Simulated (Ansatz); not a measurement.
Input for Ansatz (an electronic-structure program): R-CCSD(T)/cc-pVTZ on C2H6Ge (SMILES C=[CH][GeH3]), a point of a torsion scan. The run froze 16 orbitals, filled d shells among them.

Ansatz 0.2 input:
```yaml
crystal:
  periodic: [false, false, false]
  atoms:
    - {symbol: C, position_ang: [1.55386381, -0.14191949, -0.28017661]}
    - {symbol: C, position_ang: [0.55432724, 0.05053998, 0.56518778]}
    - {symbol: Ge, position_ang: [-1.31916534, 0.07585431, 0.04790826]}
    - {symbol: H, position_ang: [1.37859190, -0.26821762, -1.33763332]}
    - {symbol: H, position_ang: [2.58644492, -0.17197158, 0.03469367]}
    - {symbol: H, position_ang: [0.77260941, 0.17448441, 1.61926744]}
    - {symbol: H, position_ang: [-1.98306319, -1.22943325, 0.35181929]}
    - {symbol: H, position_ang: [-1.46132930, 0.31951184, -1.41826250]}
    - {symbol: H, position_ang: [-2.06699810, 1.13701535, 0.78806842]}
basis:
  gaussian:
    orbitals: cc-pVTZ
magnetization: {spin_polarized: false}
correlation: {method: ccsd_t, electrons: outside_noble_gas}
scf: {lower_state_search: off}
```

The log:

```
WARN ansatz: RAYON_NUM_THREADS=1 ignored (pool sized by the plan → 1); use --threads N
Functional definition: HF
these checks for a lower state are left out or cut short: stability, starts, cluster_reference, orbital_swaps, neighbouring_geometries, increment
integrals: 0.67 GiB planned
1078 factors; integrals over basis functions are off by at most 1.4e-3 eV
mean field: 0.54 GiB planned
mean field evaluation 1: about -58628.1437 eV, gradient 2.6e1 eV
mean field evaluation 2: about -58628.2414 eV, gradient 2.6e1 eV
mean field evaluation 4: about -58630.2976 eV, gradient 2.9e0 eV
mean field evaluation 8: about -58630.3267 eV, gradient 1.4e-1 eV
mean field -58630.32681405 eV, -2154.6247693534 hartree, gradient 1.3e-6 eV, S^2 0.000000; 0 other end points of the search recorded, 0 dependent functions left out
16 core orbitals not correlated
reference -58630.32681405 eV, -2154.6247693534 hartree; 9, 9 occupied and 162, 162 virtual orbitals, 1078 factors
second order -12.30496462 eV of doubles, -0.00000000 eV of singles
coupled cluster: 1.61 GiB planned
cycle   1  -12.95713686 eV  change   -6.5e-1 eV  update   8.0e-2
cycle   2  -13.35546896 eV  change   -4.0e-1 eV  update   2.6e-2
cycle   3  -13.41271258 eV  change   -5.7e-2 eV  update   1.0e-2
cycle   4  -13.41111606 eV  change    1.6e-3 eV  update   3.0e-3
cycle   5  -13.41163080 eV  change   -5.1e-4 eV  update   8.4e-4
cycle   6  -13.41161652 eV  change    1.4e-5 eV  update   2.3e-4
cycle   7  -13.41162343 eV  change   -6.9e-6 eV  update   6.8e-5
cycle   8  -13.41164805 eV  change   -2.5e-5 eV  update   2.2e-5
cycle   9  -13.41164678 eV  change    1.3e-6 eV  update   6.9e-6
perturbative correction -0.54444979 eV, -0.0200081608 hartree
Total energy: -58644.28291062 eV, -2155.1376464426 hartree
Checks for a lower state left out: stability, starts, cluster_reference, orbital_swaps, neighbouring_geometries, increment
```

The calculation finished and met its thresholds.

Cost: roughly 50 core-seconds.
